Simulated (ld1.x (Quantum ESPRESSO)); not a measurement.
# What the settings do to the TM potential of Sb

Base potential:

ld1.x (Quantum ESPRESSO) 7.5 input, shortened:

```
&input
   title='Sb', zed=51., rel=2, dft='PBE', iswitch=3,
   config='[Kr] 4d10 5s1.5 5p3.5 5d-2', rel_dist='average'
 /
 &inputp
   pseudotype=2, tm=.true., lloc=0,
   nlcc=.true., rcore=1.15
 /
3
5P  2  1   3.50   0.00  2.55  2.55  0.0
5D  3  2  -2.00  -0.10  2.15  2.15  0.0
5S  1  0   1.50   0.00  1.85  1.85  0.0
 &test
   configts(1)='5s1.5 5p3.5'
 /
```

Open shells are filled in proportion to 2j + 1 (rel_dist='average').

All-electron outer shells of the reference configuration (PBE, scalar-relativistic, ld1.x):

```csv
shell,level (eV),outermost node (bohr),outermost maximum (bohr)
4p,-102.53,0.39,0.76
4d,-34.22,0.38,0.84
5s,-13.24,0.95,1.88
5p,-5.12,1.04,2.32
```

Cutoffs, loose and tight: the cutoffs (Ry, on a coarse ladder) from which the occupation-weighted sum of valence levels, in a spherical-Bessel basis at the reference potential, stays within 10 and 1 mRy of its value at 400 Ry. They do not see the model core or the augmentation charge, which bear on the density cutoff. Test errors are all-electron minus pseudo excitation energies from the reference, over the configurations 5s2 5p3; 5s2 5p2; 5s2 5p1; 5s1 5p4; 5s2 5p2.5; 5s1 5p3; 5s2 5p3.3. A dash means not determined; rows that change the core or the reference have their own tests.

A true bound ghost makes a file unfit for plane-wave use even where its test errors are small: the radial tests pick states by their node count and pass the ghost by.

```tsv
change	outcome	cutoff, loose	cutoff, tight	bound ghosts	largest test error (meV)
base	generated	21 Ry	35 Ry	d3/2, d5/2	-22
core [Kr], valence charge 15; reference 4d10 5s2 5p3; waves now 5s (bound): rc 1.50 bohr; 5p (bound): rc 1.85 bohr; 4f channel at 0.25 Ry: rc 1.80 bohr; 4d (bound): rc 0.90 bohr; local potential the d channel; core correction none	generated, misses its reference levels by 0.75 eV	140 Ry	200 Ry	s, p3/2, p1/2	-130
wave 5p (bound): rc 2.55 bohr becomes 5p (bound): rc 3.56 bohr	generated	21 Ry	35 Ry	d3/2, d5/2	-62
type RRKJ	generated	21 Ry	35 Ry	d3/2, d5/2	-17
wave 5d channel at -0.1 Ry: rc 2.15 bohr becomes 5d channel at -0.14 Ry: rc 2.15 bohr	generated	21 Ry	35 Ry	d3/2, d5/2	-22
core correction a·sin(br)/r model core inside 2.26 bohr	generated	21 Ry	35 Ry	d3/2, d5/2	-41
```

**Question.** What comes out with this change to the base: reference 5s2 5p3?

**Answer.** outcome: generated; cutoff, loose: 25 Ry; cutoff, tight: 35 Ry; bound ghosts: d3/2, d5/2; largest test error (meV): -486.
